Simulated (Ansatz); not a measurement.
This geometry of GeH₄ (5 atoms, charge 0, multiplicity 1) is a first-order saddle point.

Level of theory: Ansatz 0.2.0, RKS PBE-D4/def2-SVPD.

```xyz
5
Properties=species:S:1:pos:R:3
Ge 0.263 0.000 -0.499
H 0.559 0.000 1.205
H 1.560 0.000 0.407
H -0.553 1.265 -0.104
H -0.553 -1.265 -0.105
```

Problem. Which two structures does it join? (They come from a converged band through this point; their orientation in space is the band's.)

Solution. Bonds formed: H2–H3. GeH4 becomes GeH2 + H2.

First end point:

```xyz
5
Properties=species:S:1:pos:R:3
Ge 0.255 0.000 0.181
H 0.255 0.000 1.726
H 1.712 0.000 -0.334
H -0.473 1.262 -0.335
H -0.473 -1.262 -0.335
```

Last end point:

```xyz
5
Properties=species:S:1:pos:R:3
Ge 0.240 0.001 -0.786
H 0.784 0.002 1.136
H 1.466 -0.001 0.679
H -0.607 1.154 -0.061
H -0.606 -1.155 -0.065
```

Problem. How far does it lie above each of them?

Solution. 1.99 eV above the first and 0.43 eV above the second. This is the barrier of this one path; another mechanism may lie lower.

The run took 85 s on 1 thread of Arm Neoverse V1, on a shared host, peak memory 0.11 GiB.
